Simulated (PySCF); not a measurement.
`C1[C@]2(OC(F)F)C[C@H]12`. The calculation used PBE0-D3(BJ)/def2-SVP geometry optimisation, gas phase (PySCF 2.14.0).

```
atom  x, y, z in Å
F1     2.2652   -2.2865   -0.4285
C2     1.5225   -1.4205    0.2561
F3     2.3495   -0.6343    0.9695
O4     0.8286   -0.6829   -0.6573
C5    -0.1521    0.1068   -0.1142
C6    -1.6239   -0.1170   -0.0790
C7    -1.0276    1.0711   -0.7740
C8    -0.0858    1.5333    0.2981
H9     0.8625   -1.9576    0.9619
H10   -1.9951   -0.9127   -0.7348
H11   -2.1871    0.0089    0.8577
H12   -1.0905    1.3630   -1.8204
H13    0.8007    2.0774   -0.0449
H14   -0.4695    1.8487    1.2794
```

Problem. What is the longest distance between nuclei?

Solution. F1···H14, 5.24 Å; the next longest distance is 5.17 Å.

Problem. How far are the heavy atoms from their best plane (unweighted least squares)?

Solution. 0.404 Å rms; F1 0.27, C2 0.29, F3 0.31, O4 0.49, C5 0.06, C6 0.72, C7 0.51, C8 0.11 Å (magnitudes).

Problem. Work out the bond lengths F1–C2, O4–C5, C6–H10, C6–H11, C7–H12 in Å.

Solution. For F1–C2 the difference vector is (-0.7427, 0.8660, 0.6846) Å, of length 1.3305 Å. F1–C2 1.331; O4–C5 1.371; C6–H10 1.096; C6–H11 1.100; C7–H12 1.088 Å.

Problem. What is the repulsion energy of the bare nuclei, Σ ZA·ZB/RAB?

Solution. 392.54 Eh over 91 pairs, with full nuclear charges and distances in bohr; the largest single term is 21.48 Eh (F1 with C2).

Problem. How far apart are these pairs, which share no bond: F3···C6, C5···H14, C7···H11, C8···H11, H9···H12, H13···H14?

Solution. F3···C6 4.142 Å (4 bonds apart); C5···H14 2.253 Å (2 bonds apart); C7···H11 2.266 Å (2 bonds apart); C8···H11 2.656 Å (3 bonds apart); H9···H12 4.752 Å (5 bonds apart); H13···H14 1.849 Å (2 bonds apart).

Problem. Give the dihedral angles H12–C7–C8–H14, H10–C6–C7–C8, H10–C6–C7–C5.

Solution. H12–C7–C8–H14 131° (anticlinal); H10–C6–C7–C8 -153° (antiperiplanar); H10–C6–C7–C5 -105° (anticlinal). Dihedral signs follow IUPAC: positive where, seen along the central bond, the front bond turns clockwise onto the rear one.

Problem. What are the angles C2–O4–C5, C7–C6–H10, C5–C6–H11, C6–C7–C8, C5–C7–H12, C7–C8–H13, C7–C8–H14?

Solution. From the scalar product of the two bond vectors; for C2–O4–C5 it is -0.7669 Å² over 1.3638 × 1.3713 Å², cos θ = -0.4101. C2–O4–C5 114.2°; C7–C6–H10 115.6°; C5–C6–H11 120.6°; C6–C7–C8 99.4°; C5–C7–H12 130.3°; C7–C8–H13 115.9°; C7–C8–H14 120.5°.

Problem. Where is the centre of mass (commonest isotopes), and what is the radius of gyration?

Solution. Mass 120.039 u; centre at (0.670, -0.416, -0.039) Å; Rg = √(Σ m r²/M) = 1.963 Å. As Ia + Ib + Ic = 2 Σ m r², the three principal moments sum to 925.5 u·Å².

Problem. Write the matrix of distances between heavy atoms (Å, lower triangle).

Solution. 
```
F1    0.000
C2    1.331  0.000
F3    2.166  1.346  0.000
O4    2.165  1.364  2.228  0.000
C5    3.416  2.297  2.825  1.371  0.000
C6    4.467  3.422  4.142  2.583  1.489  0.000
C7    4.715  3.711  4.166  2.556  1.460  1.500  0.000
C8    4.544  3.364  3.329  2.581  1.486  2.287  1.500  0.000
```

Stationary, but not proved a minimum. One conformer, not necessarily the lowest.
